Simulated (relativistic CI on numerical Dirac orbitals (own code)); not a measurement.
**Hyperfine structure of Rh I, mass number 103**

Calculated at this level of theory: Dirac-Coulomb-Breit CI, KLI orbitals optimised for each configuration, model QED (radiative potential, 1s self-energy scaled to tabulated hydrogen-like ionisation energies), valence Slater integrals scaled by 0.85, P86 correlation energy added to each configuration (own radial code, finite nucleus).

CI space (outside the closed core [Kr]): 4d⁸5s, 4d⁹, 4d⁸5p, 4d⁷5s², 4d⁸5d, 4d⁸6s, 4d⁸7s, 4d⁸6p, 4d⁸4f, 4d⁸7p, 4d⁸6d, 4d⁷5s5p, 4d⁸5g, 4d⁸5f, 4d⁸7d, 4d⁸6g. Levels of other configurations are missing.

Nuclear spin I = 1/2, μ = -0.08829 μN (tables of Stone and Pyykkö). The electronic factors are computed for point nuclear moments, without core polarisation; leaving it out makes A of s and p electrons in near-neutral atoms 20 to 40 % too small, and it can dominate for d and f shells.

```csv
Level,E (eV),A (MHz)
4d⁸5s ⁴F9/2,0.0000,-196
4d⁸5s ⁴F7/2,0.1877,-124.7
4d⁸5s ⁴F5/2,0.3369,-84.49
4d⁸5s ⁴F3/2,0.4267,75.01
4d⁹ ²D5/2,0.6402,-111.9
4d⁸5s ²F7/2,0.8518,-80.32
4d⁹ ²D3/2,0.8998,-73.93
4d⁸5s ²F5/2,1.1314,-202.3
```

Levels with J = 0, under 50 % of one LS term, or S terms without an open s electron are left out. Small factors come from cancelling terms and can be off by tens of per cent or more.

For a near-neutral ion this model can misplace configurations by up to about 10,000 cm⁻¹ (more where the count of f electrons changes) and terms by 10 to 25 % of their spread. Rates follow the energies as ν³ (E1, M1) or ν⁵ (E2), so they and the lifetimes can be off by large factors. The fine structure of a lone outer electron comes out too small, for d and f at times inverted, and misplaced configurations move strength between like terms. 14 of the 21 excited levels that our extract of the measured tables holds in this range could be paired (the sources list more); they are missed by 2442 cm⁻¹ on average and 4218 at most, and levels without a partner can miss by more. Some levels of the ground configuration have no partner and can miss by 10 % or more.

Problem. Give the hyperfine levels of 4d⁸5s ⁴F9/2 relative to its centre of gravity.

Solution. With K = F(F + 1) − I(I + 1) − J(J + 1), E = AK/2: F = 4: 538.9, F = 5: -440.9 MHz.

LS names give the leading component of a level, which can be under half, so a name can repeat, a term be missing and a line seem to break the LS rules.
